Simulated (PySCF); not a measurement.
diboron tetrafluoride anion (B2F4), SMILES FB(F)B(F)F (connectivity only; charge and spin as stated), charge -1, multiplicity 2.

The structure is a stationary point at PBE-D3(BJ)/def2-SVPD. The spin state was assumed, not searched. The values are those of a single conformer.

All values below come from M06-2X/def2-SVPD run with PySCF.

Isolated molecule, no solvent. A positive occupied level means that this level leaves the electron formally unbound; only the finite basis holds it.

| Item | Value |
|---|---|
| total energy | -448.85966 hartree |
| point group | D2h |
| α spin, highest occupied and lowest empty level | 0.02 and 4.71 eV |
| β spin, highest occupied and lowest empty level | -5.37 and 4.20 eV |
| dipole moment about the centre of nuclear charge | 0.00 D |
| mean static polarisability | 43.1 bohr³ (6.39 Å³) |
| polarisability, principal values | 36.4, 43.7, 49.4 bohr³ |
| ⟨S²⟩ | 0.752 (pure state 0.75) |
